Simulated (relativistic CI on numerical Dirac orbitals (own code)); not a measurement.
## d1 to d9 in one tetrahedral field

Computed with a parametric ligand-field model without spin-orbit coupling, by exact diagonalisation: B = 700, C = 3330, 10Dq = -7000 cm⁻¹ (Td; |10Dq|/B = 10.0) for every shell. Energies in cm⁻¹; the field energy is (0.6 n_e − 0.4 n_t2) × 10Dq of the ground term; g labels are left out.

```
Shell  Ground term  Electrons in e  Field energy  First spin-allowed bands  Lowest term of other spin
   d1           2E           1.000         -4200                  2T2 7000                           
   d2          3A2           2.000         -8400       3T2 7000, 3T1 11535                   1E 11870
   d3          4T1           1.923         -5059       4T2 6115, 4A2 13115                    2E 8212
   d4          5T2           2.000         -2800                   5E 7000                  3T1 11216
   d5          6A1           2.000             0                      none                  4T1 18930
   d6           5E           3.000         -4200                  5T2 7000                  3T1 11717
   d7          4A2           4.000         -8400       4T2 7000, 4T1 11535                   2E 14687
   d8          3T1           3.923         -5059       3T2 6115, 3A2 13115                  1T2 11250
   d9          2T2           4.000         -2800                   2E 7000
```

Every shell keeps the spin of the free ion. Tetrahedral fields of 3d complexes are almost always too weak to pair spins. High-spin d^(n+5) repeats the spin-allowed bands of d^n, since the half-filled shell is spherical.
